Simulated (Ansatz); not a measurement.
`NC(O)=[Se]` + H₂ → `OC=[Se]` + NH₃ at 600 K and 1 bar (hydrogenolysis of a C–N bond).

Calculated with Ansatz (gas phase, PBE0-D4/def2-TZVP geometries, no zero-point term in ΔE). CBS: MP2 limit from def2 TZ/QZ plus the TZ coupled-cluster correction, frozen cores. This one scheme is used for every species. For Se outer-core shells are correlated without core-valence functions, which leaves a few kJ/mol of doubt a bond. Scalar relativity is left out up to krypton. Each species was taken in one conformer, which may not be the lowest.

| species | CCSD(T)/CBS energy (Eh) | H − E (kJ/mol) | S (J/(mol·K)) |
| --- | --- | --- | --- |
| `NC(O)=[Se]` | -2570.44138 | 170.0 | 360.5 |
| H₂ | -1.17544 | 43.9 | 150.8 |
| `OC=[Se]` | -2515.09992 | 111.3 | 315.8 |
| NH₃ | -56.50880 | 112.4 | 219.5 |

H − E and S are ideal-gas, rigid-rotor, harmonic terms from PBE0-D4/def2-TZVP, for one conformer and one mirror image of each species. The MP2-based limit puts H₂ 0.8 mEh under its directly extrapolated value; such offsets cancel only in part. 1 Eh = 2625.50 kJ/mol, R = 8.31446 J/(mol·K).

Task: By hand: ΔE, ΔH, ΔS and ΔG.

Result: ΔE = (-2515.09992) + (-56.50880) − (-2570.44138) − (-1.17544) = 0.00810 Eh = 21.3 kJ/mol. Δ(H − E) = 111.3 + 112.4 − 170.0 − 43.9 = 9.8, so ΔH = 31.1 kJ/mol. ΔS = 315.8 + 219.5 − 360.5 − 150.8 = 24.0 J/(mol·K). ΔG = 31.1 − 600 × (24.0)/1000 = 16.7 kJ/mol.

Task: By hand: the equilibrium constant, and the temperature at which ΔG would vanish if ΔH and ΔS stayed fixed.

Result: log₁₀ K = −ΔG/(RT ln 10) = -1.5. ΔG = 0 at ΔH/ΔS = 1296 K.

TΔS isn't small against ΔH here. A doubt of 5 kJ/mol in ΔE shifts log₁₀ K by 0.4 here. Other conformers and mirror images would add mixing entropy, several J/(mol·K) or more a flexible species. These are equilibria of isolated gas molecules and say nothing of rates. Largest T1 diagnostic: 0.017 (customary marks: 0.02 for closed shells, 0.045 for open ones).
